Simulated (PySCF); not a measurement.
Working out the electron affinity of Se

Se⁻ [Ar] 3d10 4s2 4p5 (2P) → Se [Ar] 3d10 4s2 4p4 (3P). All numbers are calculated (PySCF 2.14, a scalar-relativistic core potential, in aug-cc-pVTZ-PP with one added diffuse shell each of s, d, f type with ECP10MDF (7s5p5d3f, 68 functions)). Frozen: 3s2 3p6 3d10. Energies in hartree (1 hartree = 27.21139 eV):

```json
{"part": "UHF", "Se⁻ (lower)": "-371.896770", "Se (upper)": "-371.862685"}
{"part": "CCSD correlation", "Se⁻ (lower)": "-0.153703", "Se (upper)": "-0.120617"}
{"part": "(T)", "Se⁻ (lower)": "-0.006621", "Se (upper)": "-0.003899"}
```

Task: What does Hartree-Fock give?

Result: (-371.862685) − (-371.896770) = 0.034085 hartree = 0.928 eV.

Task: What do CCSD and CCSD(T) give?

Result: The CCSD correlation energies differ by 0.033086 hartree = 0.900 eV and the triples by 0.002722 hartree = 0.074 eV, so CCSD gives 1.828 eV and CCSD(T) 1.902 eV.

Reference: 2.021 eV (measured; photodetachment measurements, as compiled on the Wikipedia data page of electron affinities), between the lowest levels; spin-orbit coupling is absent from the calculation.

What remains against the reference includes basis incompleteness, the frozen core and higher excitations.
